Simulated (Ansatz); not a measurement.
System: SeF$_{3}$, charge 0, multiplicity 2. It need not be the lowest isomer of its formula. 
Coordinates optimised at B3LYP-D3(BJ)/def2-TZVP (Ansatz, a first-principles code):
SMILES: F[Se](F)F
```xyz
4

Se    -0.2516     0.1409    -0.0140
F     -1.0244    -1.4766     0.2643
F      0.7285     1.5734    -0.5414
F      1.2465    -0.6292     0.3300
```
Charge 0, spin multiplicity 2.

Quantity: vertical electron affinity (to the singlet state of charge -1; a negative value means that the extra electron is unbound and the number depends on the basis; each state is the SCF solution reached for its spin), in eV. Cores are frozen in the correlated levels unless marked. Open shells are spin-unrestricted. No spin-orbit coupling. The frozen core is the preceding noble-gas configuration, with the filled d and f shells of earlier blocks. Non-relativistic. Anions need diffuse functions: aug- sets have them; def2-D sets add few. CBS(X,Y): correlation extrapolated as X^-3; Hartree-Fock from the larger set. [CCSD(T)-MP2]/basis is that difference in the basis named.

| level | program | vertical electron affinity (eV) | minus last row |
|---|---|---|---|
| HF/aug-cc-pVDZ | Ansatz | 2.40 | -0.56 |
| HF/aug-cc-pVTZ | Ansatz | 2.30 | -0.66 |
| HF/aug-cc-pVQZ | Ansatz | 2.29 | -0.67 |
| SVWN5/def2-TZVPD | Ansatz | 2.71 | -0.25 |
| PBE/def2-TZVPD | Ansatz | 2.44 | -0.52 |
| r2SCAN/def2-TZVPD | Ansatz | 2.56 | -0.40 |
| B3LYP/def2-TZVPD | Ansatz | 2.79 | -0.17 |
| PBE0/def2-TZVPD | Ansatz | 2.72 | -0.24 |
| BHLYP/def2-TZVPD | Ansatz | 2.93 | -0.03 |
| CAM-B3LYP/def2-TZVPD | Ansatz | 2.92 | -0.04 |
| wB97M-V/def2-TZVPD | Ansatz | 2.84 | -0.12 |
| wB97X-V/def2-TZVPD | Ansatz | 2.85 | -0.11 |
| wB97X/def2-TZVPD | Ansatz | 2.81 | -0.15 |
| B2PLYP/def2-TZVPD | Ansatz | 2.73 | -0.23 |
| MP2/aug-cc-pVDZ | Ansatz | 2.69 | -0.27 |
| RI-MP2/CBS(aug-cc-pVTZ,aug-cc-pVQZ) | Ansatz | 2.95 | -0.01 |
| SCS-MP2/aug-cc-pVDZ | Ansatz | 2.72 | -0.24 |
| CCSD/aug-cc-pVDZ | Ansatz | 2.76 | -0.20 |
| CCSD(T)/aug-cc-pVDZ | Ansatz | 2.70 | -0.26 |
| RI-MP2/CBS(aug-cc-pVTZ,aug-cc-pVQZ)+[CCSD(T)-MP2]/aug-cc-pVDZ | Ansatz | 2.96 | 0.00 |
